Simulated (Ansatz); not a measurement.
Consider the redistribution: `N[SiH2][SiH2]N` + `N[SiH]([SiH3])Cl` → `N[SiH2][SiH3]` + `N[Si](N)([SiH3])Cl`.

Computed with Ansatz on PBE0-D4/def2-TZVP structures; ΔE is electronic, products minus reactants. CCSD(T)/CBS is the MP2 limit (def2-TZVPP, def2-QZVPP) plus CCSD(T) − MP2 in def2-TZVPP, frozen cores. This one scheme is used for every species. DFT in def2-TZVPP. One conformer a species, not always the lowest.

```json
{"level": "revPBE-D4", "ΔE (kcal/mol)": "-7.3"}
{"level": "r2SCAN0", "ΔE (kcal/mol)": "-7.5"}
{"level": "BHLYP", "ΔE (kcal/mol)": "-6.7"}
{"level": "CCSD/def2-TZVPP", "ΔE (kcal/mol)": "-7.0"}
```

Problem. What does CCSD(T)/CBS give? (Estimate.)

Solution. Ansatz gave: -7.2 kcal/mol. The listed levels differ from it by -0.1, -0.3, 0.5, 0.2 kcal/mol.

Largest T1 diagnostic among the species: 0.011.

Leaving LDA and LC-ωPBE aside and taking each functional with its dispersion term where it has one, the values, not all of them listed here, spread over 1.3 kcal/mol, from B97M-V to B2PLYP. LDA lies −0.8 kcal/mol from PBE without D4. At CCSD(T), def2-SVP lies +0.9 kcal/mol from the extrapolated value and def2-TZVPP +0.0 kcal/mol.

CCSD(T)/CBS has its own doubt, a few kJ/mol and more with outer-core shells, so smaller differences from it don't rank the levels.
